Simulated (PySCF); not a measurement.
**H₃RuO₂ + F₂ → HRuO₂ + 2 HF**

Level: PBE0 in the def2-TZVP basis family, computed in PySCF with density fitting; scalar-relativistic core potentials for atoms from Rb on, none lighter, no spin–orbit coupling; open shells unrestricted.

```json
{"species": "H₃RuO₂", "state and structure": "doublet, Cs, Ru–H 1.575 Å (×2), Ru–H 1.599 Å, Ru–O 1.670 Å, Ru–O 1.697 Å; H–Ru–H 58.5° (×2), H–Ru–H 116.0°, H–Ru–O 98.8° (×2), H–Ru–O 110.5° (×2), H–Ru–O 116.1°, H–Ru–O 122.1°", "E (Eh)": "-246.97131", "ZPE (kJ/mol)": "72.5", "H(298 K) − H(0) (kJ/mol)": "15.0", "S° (J/(mol K))": "300.8"}
{"species": "F₂", "state and structure": "singlet, D∞h, F–F 1.376 Å", "E (Eh)": "-199.40856", "ZPE (kJ/mol)": "6.6", "H(298 K) − H(0) (kJ/mol)": "8.7", "S° (J/(mol K))": "201.9"}
{"species": "HRuO₂", "state and structure": "doublet, Cs, Ru–H 1.588 Å, Ru–O 1.655 Å (×2); H–Ru–O 105.4° (×2), O–Ru–O 139.8°", "E (Eh)": "-245.79500", "ZPE (kJ/mol)": "32.5", "H(298 K) − H(0) (kJ/mol)": "12.8", "S° (J/(mol K))": "286.6"}
{"species": "HF", "state and structure": "singlet, C∞v, H–F 0.920 Å", "E (Eh)": "-100.39188", "ZPE (kJ/mol)": "24.9", "H(298 K) − H(0) (kJ/mol)": "8.7", "S° (J/(mol K))": "173.6"}
```

**Question.** What is the electronic reaction energy?

**Answer.** At PBE0/def2-TZVP, ΔE = -522.2 kJ/mol from the differences of the total energies times 2625.5, downhill. 

**Question.** Add zero-point, thermal and entropy terms for 298.15 K and 1 bar.

**Answer.** ΔZPE = 3.2 and Δ[H(298) − H(0)] = 6.5 kJ/mol give ΔH° = -512.5 kJ/mol. ΔS° = 131.1 J/(mol K), so ΔG° = -512.5 − 298.15 × (0.1311) = -552 kJ/mol.

Open d or f shells are single determinants, so the state found may not be the ground state. The structures come from searches over a few start shapes, so lower isomers are not excluded.
